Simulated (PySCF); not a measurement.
Estimate the missing entries of this data sheet.

Compound: C₆H₉N.
Numbering: `[H]/[N:5]=[C:4](/[CH2:3][CH:2]=[CH2:1])[CH:6]=[CH2:7]` (hydrogens: H8, H9 on C1; H10 on C2; H11, H12 on C3; H13 on N5; H14 on C6; H15, H16 on C7)

Structure used (GFN2-xTB), in Å, numbered top down from 1:
```
atom  x, y, z in Å
C1     0.982    0.051    2.315
C2     0.390   -0.775    1.473
C3     0.825   -0.999    0.057
C4    -0.249   -0.521   -0.889
N5    -0.897   -1.391   -1.537
C6    -0.443    0.938   -0.926
C7    -1.058    1.581   -1.909
H8     1.852    0.623    2.035
H9     0.631    0.184    3.324
H10   -0.483   -1.338    1.774
H11    1.752   -0.456   -0.142
H12    0.979   -2.065   -0.118
H13   -1.628   -1.022   -2.141
H14   -0.027    1.482   -0.088
H15   -1.458    1.065   -2.768
H16   -1.174    2.652   -1.907
```

```csv
property,level,value
point group of the GFN2-xTB geometry,GFN2-xTB,?
"rotational constants A, B, C of the GFN2-xTB geometry",GFN2-xTB,"4.550, 1.745, 1.358 GHz"
dipole moment,PBE0/def2-SVPD,2.15 D
HOMO energy,PBE0/def2-SVPD,-7.31 eV
LUMO energy,PBE0/def2-SVPD,-1.48 eV
lowest singlet excitation,TDDFT PBE0/def2-SVPD,"4.29 eV (289 nm, f = 0.007)"
strongest line among the 6 lowest singlet transitions,TDDFT PBE0/def2-SVPD,"S3 at 5.81 eV (213 nm, f = 0.168)"
lowest triplet excitation (Tamm–Dancoff),TDA PBE0/def2-SVPD,3.43 eV
static isotropic polarisability,PBE0/def2-SVPD,81.0 au
electronic spatial extent ⟨r²⟩ about the centre of nuclear charge,PBE0/def2-SVPD,?
13C chemical shifts (computed TMS as zero) by class,GIAO PBE0/pcSseg-1,"175.7 (C4), 146.0 (C2), 139.3 (C6), 126.0 (C7), 125.5 (C1), 52.7 (C3) ppm"
1H chemical shifts (computed TMS as zero) by class,GIAO PBE0/pcSseg-1,?
"isotropic shieldings of nuclei other than C and H, by class",GIAO PBE0/pcSseg-1,-66 (N5) ppm
largest of the computed one-bond spin–spin couplings (means over like bonds),"B3LYP/pcJ-1, spin–dipole term left out",?
```

Gas-phase values; electronic properties from PySCF, density fitting. One conformer (not necessarily the lowest) at the GFN2-xTB geometry, without solvent or vibrations. NMR classes are plain means over equivalent atoms (diastereotopic ones count apart unless rotation or inversion swaps them), as if these changed places fast; in this geometry the members of some classes differ.

Q: The largest of the computed one-bond spin–spin couplings (means over like bonds)?

A: 13C–1H +168.8 (C7–H16), 13C–1H +164.4 (C6–H14), 13C–1H +163.3 (C2–H10), 13C–1H +163.2 (C1–H9), 13C–1H +160.8 (C1–H8), 13C–1H +160.1 (C7–H15), 13C–1H +136.9 (C3–H11 and 1 like it), 13C–13C +78.0 (C6–C7) Hz.

Q: The point group of the GFN2-xTB geometry?

A: C1.

Q: What is the electronic spatial extent ⟨r²⟩ about the centre of nuclear charge?

A: 906 bohr².

Q: The 1H chemical shifts (computed TMS as zero) by class?

A: 11.17 (H13), 6.70 (H14), 6.15 (H10), 5.98 (H15), 5.69 (H16), 5.58 (H8), 5.47 (H9), 3.19 (H11/H12) ppm.

The dipole matches unit charges of opposite sign 0.45 Å apart (1 e·Å = 4.8032 D). With B = h/(8π²I), that is 505.379 GHz u Å² over I, the principal moments of inertia are 111.1, 289.7 and 372.1 u Å² (most abundant isotopes). The polarisability is 12.00 Å³ as a volume (1 au = 0.148185 Å³), or 1.56 au for each of the 52 electrons. In wavenumbers S1 is 34600 cm⁻¹ (1 eV = 8065.54 cm⁻¹).
